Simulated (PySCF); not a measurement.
## Input and output

[Ce(H2O)2]3+ (singlet in the valence; each metal's 4f electrons, 1 of them, lie in its core potential, out of spins and levels). PySCF 2.14.0, RKS BP86, Ce lcecp-1-SVP with ECP47, O def2-SVP, H def2-SVP; non-relativistic Hamiltonian with scalar-relativistic core potentials where named; density fitting; no spin-orbit coupling. Purpose: level BP86.

```python
mol = gto.M(atom='''
Ce     1.07411     0.05304    -0.00194
O     -0.18084     0.06966     1.97561
H      0.15216     0.16837     2.90467
H     -1.15897    -0.01888     2.10589
O     -0.17928    -0.09569    -1.97519
H      0.15773    -0.22654    -2.89911
H     -1.15958    -0.04069    -2.10992''',
    basis={'Ce': 'lcecp-1-SVP', 'O': 'def2-SVP', 'H': 'def2-SVP'},
    ecp={'Ce': 'lcecp-1-SVP'},
    charge=3, spin=0)
mf = dft.RKS(mol, xc='B88,P86')
mf.grids.atom_grid = (75, 302)  # f atoms: unpruned, at least (60, 302)
mf = mf.density_fit()  # fitting sets: Ce AutoAux, O def2-universal-JKFIT, H def2-universal-JKFIT
mf.conv_tol = 1e-08; mf.max_cycle = 55
mf.kernel(dm0)  # dm0: converged density of the relaxed state
mf.nuc_grad_method().kernel()
```

Run from Python with OMP_NUM_THREADS=2; the lines above give its settings. Where DIIS fails, smearing, a level shift and second-order steps follow.
It took 3.4 s on 2 threads of Intel(R) Xeon(R) 6975P-C (Granite Rapids) (shared host), from an already converged density.

Question: Where do the frontier levels lie, over both spins?

Answer: HOMO -24.25 eV, LUMO -19.12 eV. The 4f levels lie in the core potential and are missing.

Question: What are the Mulliken charges and spins?

Answer: 
| atom | charge (e) | spin (e) |
| --- | --- | --- |
| Ce1 | 2.216 | 0.000 |
| O2 | -0.283 | 0.000 |
| H3 | 0.339 | 0.000 |
| H4 | 0.336 | 0.000 |
| O5 | -0.284 | 0.000 |
| H6 | 0.340 | 0.000 |
| H7 | 0.336 | 0.000 |
The spin of the 4f electrons in the core isn't counted.

Question: What forces act on the atoms (eV/Å)?

Answer: 
```
Ce   0.10  0.01 -0.01
O    0.29  0.00 -0.48
H    0.20  0.05  0.51
H   -0.54 -0.05  0.06
O    0.28  0.03  0.47
H    0.20 -0.07 -0.49
H   -0.53  0.03 -0.06
```
Forces carry noise of the integration grid, about 0.01 to 0.03 eV/Å.

The geometry was relaxed with PBE0 (Ce lcecp-1-SVP with ECP47, O def2-SVP, H def2-SVP).

An lcecp potential fixes the number of 4f electrons, so in runs with it no electron can move into or out of that shell.
